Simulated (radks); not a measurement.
Results of a calculation; reference values are marked as such.
Question: The ruthenium ion Ru4+, 40 electrons, occupied as [Kr] 4d4. Level of theory: scalar-relativistic Kohn-Sham, PBEsol, spin-polarised, spherical densities, point nucleus; open shells are filled with parallel spins first (spin-orbit coupling, left out, can overturn this in heavy ions) (a radial shooting solver on a logarithmic mesh with Libxc functionals). Some entries of the table are withheld. Estimate them.

| orbital | occ. | eigenvalue (eV) | <r^2> (bohr^2) | r(max) (bohr) |
|---|---|---|---|---|
| 1s down | 1 | -21976.85 | 0.001511 | 0.02173 |
| 1s up | 1 | -21976.85 | 0.001511 | 0.02173 |
| 2s up | 1 | -3205.599 | 0.02503 | 0.1230 |
| 2s down | 1 | -3204.889 | 0.02503 | 0.1230 |
| 2p up | 3 | -2876.955 | 0.01970 | 0.09826 |
| 2p down | 3 | -2876.415 | 0.01970 | 0.09825 |
| 3s up | 1 | -607.3839 | 0.1858 | 0.3617 |
| 3s down | 1 | -606.9787 | 0.1857 | 0.3618 |
| 3p up | 3 | -499.4649 | 0.1890 | 0.3549 |
| 3p down | 3 | -499.0086 | 0.1888 | 0.3550 |
| 3d up | 5 | -325.8216 | 0.1767 | 0.3007 |
| 3d down | 5 | -325.1436 | 0.1764 | 0.3009 |
| 4s up | 1 | -128.3288 | 1.141 | (1) |
| 4s down | 1 | -125.0193 | 1.132 | (2) |
| 4p up | 3 | -97.7565 | 1.368 | 0.9749 |
| 4p down | 3 | -94.2507 | 1.359 | 0.9701 |
| 4d up | 4 | -53.3042 | 2.163 | (3) |
| 4d down | 0 | -49.6695 | 2.199 | (4) |

Answer: 
(1) 4s up r(max) (bohr): 0.9109
(2) 4s down r(max) (bohr): 0.9072
(3) 4d up r(max) (bohr): 1.147
(4) 4d down r(max) (bohr): 1.141
